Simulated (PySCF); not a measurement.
Re²⁺ (rhenium, charge +2) across methods

[Xe] 4f14 5d4 6p1, one real determinant (an excited configuration). Computed with PySCF 2.14 in ANO-RCC-VTZP, with scalar relativity by spin-free X2C-1e.

```csv
method,E (hartree),mean ε 4f β (eV),mean ε 5d α (eV),mean ε 6p α (eV),Σ⟨r²⟩ (bohr²),⟨S²⟩
PBE0,-16691.57,-67.719,-27.728,-16.522,48.90,8.752
r2SCAN,-16691.87,-63.438,-26.459,-16.027,48.87,8.753
UHF,-16686.49612,-81.301,-32.043,-17.786,49.11,8.755
PBE,-16691.81,-62.856,-26.031,-15.951,48.99,8.751
```

Question: Estimate the same row for LDA.

Answer: E (hartree) = -16681.10; mean ε 4f β (eV) = -63.261; mean ε 5d α (eV) = -26.149; mean ε 6p α (eV) = -16.095; Σ⟨r²⟩ (bohr²) = 48.98; ⟨S²⟩ = 8.751.

⟨L²⟩ = 8.00 against 12 for a pure F term, so this real determinant mixes terms. Spin-orbit coupling, absent here, splits the open shell strongly.
